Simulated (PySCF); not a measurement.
## Telling isomers of C8H12N2 apart by NMR

- geometry: GFN2-xTB
- shielding tensors at PBE0/pcSseg-1 (GIAO)
- run in PySCF 2.14
- isolated molecule, one conformer, one averaged value for each set of equivalent atoms, relativity neglected

Scale: TMS for ¹H (31.72 ppm) and ¹³C (186.93 ppm) (reference shieldings calculated alike). Where no couplings were computed, multiplicities follow the n + 1 count of equivalent neighbours, and m marks all less simple cases (inequivalent or close neighbours, rings, F or P nearby). Shifts are as computed. Against solution values, carbons near 30 ppm lie about +3 ppm off and those near 130 ppm about +5 ppm. Of 1211 compounds with measured shifts, 218 miss one by over three times the rms of a fit or turn the order of signals round; such compounds aren't used in these exercises. OH and NH positions are gas-phase values without hydrogen bonding to other molecules.

(1) Tabulate the signals of `Cc1ccnnc1C(C)C`, `CCc1cc(C)nnc1C`, `N#CCC1CCC(=N)CC1`, `CCc1nncc(C)c1C` and their relative energies.

(2) What is the quickest way to tell Cc1ccnnc1C(C)C from N#CCC1CCC(=N)CC1?

(3) What is the quickest way to tell Cc1ccnnc1C(C)C from CCc1cc(C)nnc1C?

(4) What is the quickest way to tell CCc1cc(C)nnc1C from N#CCC1CCC(=N)CC1?

## Answers

(1) 
| SMILES | carbon types | δC | δH | E rel. (kcal/mol) |
| --- | --- | --- | --- | --- |
| Cc1ccnnc1C(C)C | 2×C 3×CH 3×CH3 | 172.3, 153.5, 138.0, 131.5, 35.1, 24.6, 21.6 | 9.28 (d, 1H), 7.16 (d, 1H), 3.14 (sept, 1H), 2.42 (s, 3H), 1.55 (d, 6H) | 9.3 |
| CCc1cc(C)nnc1C | 3×C 1×CH 1×CH2 3×CH3 | 162.2, 159.1, 145.5, 129.8, 30.1, 24.7, 22.7, 18.6 | 7.10 (s, 1H), 2.89 (s, 3H), 2.88 (s, 3H), 2.57 (q, 2H), 1.18 (t, 3H) | 4.7 |
| N#CCC1CCC(=N)CC1 | 2×C 1×CH 5×CH2 | 182.5, 123.9, 43.8, 41.7, 40.4, 38.4, 36.8, 24.9 | 10.28 (br s, 1H), 2.58 (m, 1H), 2.51 (m, 1H), 2.38 (m, 1H), 2.28 (m, 1H), 2.07 (d, 2H), 2.05 (m, 1H), 1.86 (m, 1H), 1.67 (m, 1H), 1.22 (m, 1H), 1.04 (m, 1H) | 0.0 |
| CCc1nncc(C)c1C | 3×C 1×CH 1×CH2 3×CH3 | 166.1, 155.4, 139.8, 137.1, 33.3, 18.8, 16.6, 15.9 | 9.19 (s, 1H), 3.37 (q, 2H), 2.31 (s, 3H), 2.26 (s, 3H), 1.26 (t, 3H) | 6.8 |

Energies are electronic energies at PBE0/pcSseg-1 on these geometries, without zero-point or thermal terms, each for the one conformer computed, which needn't be the lowest.

(2) Count the carbon signals: 7 against 8. The first has an aromatic CH next to a ring nitrogen at 153.5 ppm, the second an sp3 CH2 in a ring at 43.8 ppm. Their most deshielded carbons lie at 172.3 and 182.5 ppm. In the proton spectra the most deshielded non-exchanging signals are 9.28 (d, 1H) and 2.58 (m, 1H).

(3) Count the carbon signals: 7 against 8. The first has an sp3 CH on an aromatic ring at 35.1 ppm, the second an sp3 CH2 on an aromatic ring at 30.1 ppm. Their most deshielded carbons lie at 172.3 and 162.2 ppm. In the proton spectra the most deshielded non-exchanging signals are 9.28 (d, 1H) and 7.10 (s, 1H).

(4) Both give the same number of carbon signals, but DEPT or the intensities differ. The first has an aromatic CH at 129.8 ppm, the second an sp3 CH in a ring at 40.4 ppm. Their most deshielded carbons lie at 162.2 and 182.5 ppm. In the proton spectra the most deshielded non-exchanging signals are 7.10 (s, 1H) and 2.58 (m, 1H).
